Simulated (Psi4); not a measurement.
C$_{2}$H$_{6}$FGa, singlet, geometry from GFN2-xTB (such geometries of metal compounds can be far from the true shape); R2SCAN/pcseg-3 (Psi4).

Here is a job for Psi4.
```
memory 2 GB

molecule {
0 1
Ga   -0.33909486    0.44259519    0.08119687
H    -1.56892160    1.00540652   -0.71183291
F    -0.03535734    1.48048324    1.46395191
C     0.88019877   -1.18139377   -0.20903631
C     0.51879004   -1.97001895   -1.46614025
H     0.81055752   -1.81482301    0.68220576
H     1.91226804   -0.81694494   -0.25883122
H     0.60722701   -1.34626944   -2.35557712
H    -0.50655292   -2.33616956   -1.41435171
H     1.18164567   -2.82752341   -1.58322355
}

set {
  basis pcseg-3
}

energy('r2scan')
print_variables()
```

**Question.** Predict the main parts of the log of this Psi4 run.

**Answer.** 
```
   => Loading Basis Set <=

    Name: PCSEG-3
    Role: ORBITAL
    Keyword: BASIS

         ---------------------------------------------------------
                                   SCF
               by Justin Turney, Rob Parrish, Andy Simmonett
                          and Daniel G. A. Smith
                              RKS Reference
         ---------------------------------------------------------

  ==> Geometry <==

    Molecular point group: c1
    Full point group: C1

    Geometry (in Angstrom), charge = 0, multiplicity = 1:

       Center              X                  Y                   Z               Mass
    ------------   -----------------  -----------------  -----------------  -----------------
         GA          -0.298399344119     0.335653576263     0.016592696961    68.925573500000
         H           -1.528226084119     0.898464906263    -0.776437083039     1.007825032230
         F            0.005338175881     1.373541626263     1.399347736961    18.998403162730
         C            0.920894285881    -1.288335383737    -0.273640483039    12.000000000000
         C            0.559485555881    -2.076960563737    -1.530744423039    12.000000000000
         H            0.851253035881    -1.921764623737     0.617601586961     1.007825032230
         H            1.952963555881    -0.923886553737    -0.323435393039     1.007825032230
         H            0.647922525881    -1.453211053737    -2.420181293039     1.007825032230
         H           -0.465857404119    -2.443111173737    -1.478955883039     1.007825032230
         H            1.222341185881    -2.934465023737    -1.647827723039     1.007825032230

  Running in c1 symmetry.

  Rotational constants: A =      0.52863  B =      0.07802  C =      0.06975 [cm^-1]
  Rotational constants: A =  15848.05177  B =   2338.87720  C =   2090.90958 [MHz]
  Nuclear repulsion =  264.096141344827799

  Charge       = 0
  Multiplicity = 1
  Electrons    = 58
  Nalpha       = 29
  Nbeta        = 29

  ==> Algorithm <==

  SCF Algorithm Type is DF.
  DIIS enabled.
  MOM disabled.
  Fractional occupation disabled.
  Guess Type is SAD.
  Energy threshold   = 1.00e-06
  Density threshold  = 1.00e-06
  Integral threshold = 1.00e-12

  ==> Primary Basis <==

  Basis Set: PCSEG-3
    Blend: PCSEG-3
    Number of shells: 134
    Number of basis functions: 446
    Number of Cartesian functions: 540
    Spherical Harmonics?: true
    Max angular momentum: 4

  ==> DFT Potential <==

   => LibXC <=

    Version 7.1.2
    S. Lehtola, C. Steigemann, M. J. T. Oliveira, and M. A. L. Marques,  SoftwareX 7, 1–5 (2018) (10.1016/j.softx.2017.11.002)

   => Composite Functional: R2SCAN <=

    r2SCAN Meta-GGA XC Functional  (0.1021/acs.jpclett.0c02405)
    J. W. Furness, A. D. Kaplan, J. Ning, J. P. Perdew, J. Sun  J. Phys. Chem. Lett.  11, 8208–8215, 2020

    Deriv               =              1
    GGA                 =           TRUE
    Meta                =           TRUE

    Exchange Hybrid     =          FALSE
    MP2 Hybrid          =          FALSE

   => Exchange Functionals <=

    1.0000   XC_MGGA_X_R2SCAN

   => Correlation Functionals <=

    1.0000   XC_MGGA_C_R2SCAN

   => LibXC Density Thresholds  <==

    XC_MGGA_C_R2SCAN:  1.00E-15
    XC_MGGA_X_R2SCAN:  1.00E-11

   => Molecular Quadrature <=

    Radial Scheme          =       TREUTLER
    Pruning Scheme         =           NONE
    Nuclear Scheme         =       TREUTLER

    Blocking Scheme        =         OCTREE
    BS radius alpha        =              1
    Pruning alpha          =              1
    Radial Points          =             75
    Spherical Points       =            302
    Total Points           =         216732
    Total Blocks           =           1668
    Max Points             =            256
    Max Functions          =            393
    Weights Tolerance      =       1.00E-15

   => Loading Basis Set <=

    Name: (PCSEG-3 AUX)
    Role: JKFIT
    Keyword: DF_BASIS_SCF

  ==> Integral Setup <==

  SCF_SUBTYPE=INCORE selected. In-core MEM_DF algorithm will be used.
  Using in-core AOs.

  ==> MemDFJK: Density-Fitted J/K Matrices <==

    J tasked:                   Yes
    K tasked:                    No
    wK tasked:                   No
    Algorithm:                 Core
    Schwarz Cutoff:           1E-12
    Mask sparsity (%):      12.1287
    Fitting Condition:        1E-10

   => Auxiliary Basis Set <=

  Basis Set: (PCSEG-3 AUX)
    Blend: DEF2-UNIVERSAL-JKFIT
    Number of shells: 171
    Number of basis functions: 601
    Number of Cartesian functions: 762
    Spherical Harmonics?: true
    Max angular momentum: 5

  Minimum eigenvalue in the overlap matrix is 5.7597872610E-05.
  Reciprocal condition number of the overlap matrix is 4.7417242398E-06.
    Using symmetric orthogonalization.

  ==> Pre-Iterations <==

  SCF Guess: Superposition of Atomic Densities via on-the-fly atomic UHF (no occupation information).

   -------------------------
    Irrep   Nso     Nmo
   -------------------------
     A        446     446
   -------------------------
    Total     446     446
   -------------------------

  ==> Iterations <==

                           Total Energy        Delta E     RMS |[F,P]|

   @DF-RKS iter SAD: -2100.94894272382999   -2.10095e+03   0.00000e+00
   @DF-RKS iter   1: -2102.31716320008172   -1.36822e+00   7.04690e-03 ADIIS/DIIS
   @DF-RKS iter   2: -2045.23498031742656    5.70822e+01   2.12651e-02 ADIIS/DIIS
   @DF-RKS iter   3: -2100.80060275574806   -5.55656e+01   5.13728e-03 ADIIS/DIIS
   @DF-RKS iter   4: -2103.89093862949539   -3.09034e+00   2.80920e-03 ADIIS/DIIS
   @DF-RKS iter   5: -2104.42415011590947   -5.33211e-01   1.52889e-03 ADIIS/DIIS
   @DF-RKS iter   6: -2104.54651368965233   -1.22364e-01   7.76153e-04 ADIIS/DIIS
   @DF-RKS iter   7: -2104.58084406595890   -3.43304e-02   2.17600e-04 ADIIS/DIIS
   @DF-RKS iter   8: -2104.58427686987670   -3.43280e-03   4.55043e-05 DIIS
   @DF-RKS iter   9: -2104.58445062506371   -1.73755e-04   1.85257e-05 DIIS
   @DF-RKS iter  10: -2104.58448148336083   -3.08583e-05   4.98874e-06 DIIS
   @DF-RKS iter  11: -2104.58448371769282   -2.23433e-06   7.76852e-07 DIIS
   @DF-RKS iter  12: -2104.58448377821696   -6.05241e-08   1.59629e-07 DIIS
  Energy and wave function converged.

  ==> Post-Iterations <==

   Electrons on quadrature grid:
      Ntotal   =   58.0000395775 ; deviation = 3.958e-05

    Orbital Energies [Eh]
    ---------------------

    Doubly Occupied:

[...]
    Virtual:

[...]
    Final Occupation by Irrep:
              A
    DOCC [    29 ]
    NA   [    29 ]
    NB   [    29 ]

  @DF-RKS Final Energy: -2104.58448377821696

   => Energetics <=

    Nuclear Repulsion Energy =            264.0961413448277995
    One-Electron Energy =               -3457.6537126944172087
    Two-Electron Energy =                1187.5816901633022553
    DFT Exchange-Correlation Energy =     -98.6086025919297100
    Empirical Dispersion Energy =           0.0000000000000000
    VV10 Nonlocal Energy =                  0.0000000000000000
    Total Energy =                      -2104.5844837782169634

Computation Completed

Properties will be evaluated at   0.000000,   0.000000,   0.000000 [a0]

Properties computed using the SCF density matrix

 Multipole Moments:

 ------------------------------------------------------------------------------------
     Multipole            Electronic (a.u.)      Nuclear  (a.u.)        Total (a.u.)
 ------------------------------------------------------------------------------------

 L = 1.  Multiply by 2.5417464519 to convert [e a0] to [Debye]
 Dipole X            :         -4.3602950            4.4603957            0.1001007
 Dipole Y            :         10.9014369          -11.7212412           -0.8198043
 Dipole Z            :          6.3638277           -7.0808831           -0.7170554
 Magnitude           :                                                    1.0937402

 ------------------------------------------------------------------------------------

  Variable Map:
  ----------------------------------------------------------------------------
[...]
  Array Variable Map:
  ----------------------------------------------------------------------------
[...]
[...]
```
